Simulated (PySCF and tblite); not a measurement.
Values are calculated unless marked as measured or tabulated.
C9H11F, numbered as in [CH:1]#[C:2][C:3]1=[CH:4][C@H:5]([F:6])[CH2:7][CH2:8][CH2:9][CH2:10]1.

Level: B3LYP-D3(BJ)/def2-SVP (IEF-PCM, water)//GFN2-xTB, thermal terms from GFN2-xTB, symmetry numbers and mirror pairs counted. Conformers within 3 kcal/mol (GFN2-xTB free energy) were kept, 7 at most. GIAO shieldings: KT3/pcSseg-1 (IEF-PCM, water). Shifts are against TMS (¹H), TMS (¹³C) at the same level; of two unlike H on one atom, a is the less shielded. (PySCF 2.14, tblite 0.8.)

Question: What shifts does this protocol give at 298.15 K under fast conformational exchange?

Answer: ¹H: 6.85 (H4, 1H), 5.85 (H5, 1H), 3.22 (H1, 1H), 2.53 (H10a, 1H), 2.48 (H10b, 1H), 2.20 (H8a, 1H), 2.07 (H7a, 1H), 1.85 (H8b, 1H), 1.83 (H7b, 1H), 1.77 (H9a, 1H), 1.37 (H9b, 1H) ppm. ¹³C: 144.5 (C4), 121.0 (C3), 97.3 (C5), 84.6 (C2), 76.9 (C1), 39.9 (C10), 39.2 (C7), 34.3 (C8), 32.0 (C9) ppm.

Question: How do the conformers differ?

Answer: The 7-ring runs over atoms 3–4–5–7–8–9–10.
| conformer | shape | weight % |
| --- | --- | --- |
| 1 | 7-ring puckered (ring torsions 64, -79, 66, -67, 79, -63, 0°) | 85.9 |
| 2 | 7-ring puckered (ring torsions -62, 75, -66, 69, -80, 61, 2°) | 9.9 |
| 3 | 7-ring puckered (ring torsions 34, -83, 44, 45, -82, 31, 4°) | 4.1 |
| 4 | 7-ring puckered (ring torsions 55, -1, -74, 48, 42, -73, -3°) | 0.1 |

```
signal      1      2      3      4  average
    H1   3.20   3.40   3.09   3.04     3.22
    H4   6.88   6.74   6.71   6.53     6.85
    H5   5.88   5.55   5.87   6.18     5.85
   H7a   2.10   1.72   2.24   2.05     2.07
   H7b   1.76   2.25   2.20   1.96     1.83
   H8a   2.20   2.43   1.73   1.91     2.20
   H8b   1.82   2.01   1.92   1.75     1.85
   H9a   1.80   1.58   1.59   1.37     1.77
   H9b   1.28   1.93   2.00   1.61     1.37
  H10a   2.47   3.08   2.57   2.35     2.53
  H10b   2.49   2.39   2.51   2.32     2.48
    C1   76.7   79.8   75.4   74.9     76.9
    C2   84.5   85.0   84.7   83.4     84.6
    C3  119.9  129.5  122.3  113.9    121.0
    C4  145.4  138.3  141.5  140.7    144.5
    C5   97.9   92.9   94.4   95.4     97.3
    C7   39.5   36.8   38.1   36.3     39.2
    C8   34.7   33.3   29.2   26.7     34.3
    C9   31.7   34.1   31.6   26.3     32.0
   C10   40.0   39.7   37.3   35.8     39.9
```

Question: Which signal moves most, for its nucleus, between 200 and 400 K through the change of populations alone?

Answer: H9b: 1.31 ppm at 200 K, 1.34 ppm at 250 K, 1.37 ppm at 298.15 K, 1.40 ppm at 350 K, 1.43 ppm at 400 K.

Shifts are unscaled: against experiment ¹³C can be off by 15 ppm or more and ¹H by 0.8 ppm.
